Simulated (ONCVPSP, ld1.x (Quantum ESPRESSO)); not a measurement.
Pseudopotentials across the periodic table

Generated with ld1.x 7.5 (TM, RRKJ, ultrasoft, PAW), atompaw 4.2 or ONCVPSP 4.0.1. The cutoff is in Ry: for ld1.x and atompaw files where the sum of valence levels is converged to 10 mRy in a Bessel basis, for ONCV files where the hardest occupied wave has 1 mHa per electron of residual kinetic energy. The error is the largest all-electron minus pseudo excitation energy over each file’s own four to seven test configurations (ionisations up to +4, promotions, holes and added fractions of an electron), all of which were solved. The labels leave out finer settings (local radius, basis sizes, second energies), which also bear on the numbers. Spin-polarised tests are not counted. The rows are a selection from randomly drawn settings: files with unsolved tests, undetermined cutoffs or missed reference levels are left out.

A true bound ghost makes a file unfit for plane-wave use even where its test errors are small: the radial tests pick states by their node count and pass the ghost by.

| element | potential | cutoff (Ry) | largest error (meV) | bound ghosts |
| --- | --- | --- | --- | --- |
| Cr | ONCV, PBE, non-relativistic, rc 1.40/1.80/1.95 (spd), local smoothed, core correction no, reference 3s2 3p6 3d5 4p1, qcut 8.8/8/9.2, projectors 2/2/2 | 62 | -214 | none |
| Zn | RRKJ, PBEsol, scalar-relativistic, rc 1.60/2.90/1.35 (spd), local s, core correction yes, reference 3d10 4s1.5 4p0.5 | 120 | -1674 | none |
| Rh | ONCV, PBE, fully relativistic, rc 1.52/1.66/1.56 (spd), local smoothed, core correction no, reference 4s2 4p6 4d8 5s1, qcut 6/7.4/10.2, projectors 2/1/2 | 57 | -2.6 | none |
| I | TM, PBEsol, scalar-relativistic, rc 1.40/2.25 (sp), local s, core correction yes, reference 5s2 5p5 | 70 | -47 | none |
| Pb | ONCV, PBEsol, fully relativistic, rc 1.90/2.85/1.30 (spd), local smoothed, core correction yes, reference 5d10 6s2 6p2, qcut 3/2.3/8.2, projectors 2/3/1 | 51 | -112 | s |
| Bi | ONCV, LDA (Perdew-Zunger), scalar-relativistic, rc 1.40/1.65/1.80 (spd), local smoothed, core correction yes, reference 5s2 5p6 5d10 6s1.5 6p3.5, qcut 8/9.4/10.6, projectors 2/2/2 | 59 | -15 | none |

**Question.** Fill in the row for Cr: ONCV, PBE, scalar-relativistic, rc 0.95/1.05/1.25 (spd), local smoothed, core correction yes, reference 3s2 3p6 3d3, qcut 8.3/15.2/13.3, projectors 1/1/2.

**Answer.** cutoff 185 Ry, largest error +267 meV, bound ghosts: none.

**Question.** Fill in the row for Mn: ONCV, PBEsol, scalar-relativistic, rc 2.05/1.20/2.05/1.80 (spdf), local smoothed, core correction yes, reference 3p6 3d5 4s2, qcut 3.1/10.4/7.2/5.6, projectors 2/3/1/2.

**Answer.** cutoff 60 Ry, largest error +152 meV, bound ghosts: s.
